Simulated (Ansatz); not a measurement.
Species: C₂H₁₀N₂Si (charge 0, singlet). SMILES: C[Si](C)(N)N
Coordinates optimised at B3LYP-D3(BJ)/def2-TZVP (Ansatz, a quantum-chemistry and plane-wave program):
```xyz
15

C      0.9644    -0.8531     1.3406
Si     0.0073    -0.0002    -0.0291
C     -1.4796     0.8638     0.7210
N     -0.3374    -1.2341    -1.1815
N      0.8565     1.2233    -0.8959
H      0.3760    -1.6464     1.8103
H      1.8852    -1.2996     0.9591
H      1.2363    -0.1407     2.1230
H     -2.0893     0.1585     1.2903
H     -1.1793     1.6631     1.4044
H     -2.1116     1.3043    -0.0532
H     -0.8128    -1.0211    -2.0439
H     -0.4923    -2.1875    -0.8972
H      1.6812     1.0030    -1.4312
H      0.8618     2.1798    -0.5815
```
Charge 0, spin multiplicity 1.

Quantity: atomisation energy (electronic, to ground-state atoms), in kcal/mol. Cores are frozen in the correlated levels unless marked. UHF or UKS for open shells. Spin-orbit coupling is left out. No relativistic terms. The coupled-cluster limit lacks core correlation, which all-electron functionals hold. CBS marks a two-point X^-3 extrapolation of the correlation energy; Hartree-Fock from the larger set.

| level | program | atomisation energy (kcal/mol) |
|---|---|---|
| HF/6-31G | Ansatz | 876.4 |
| HF/cc-pV(D+d)Z | Ansatz | 936.2 |

**Question.** What does CCSD(T)/CBS(cc-pV(T+d)Z,cc-pV(Q+d)Z) (Ansatz) give?

**Answer.** 1328.4 kcal/mol
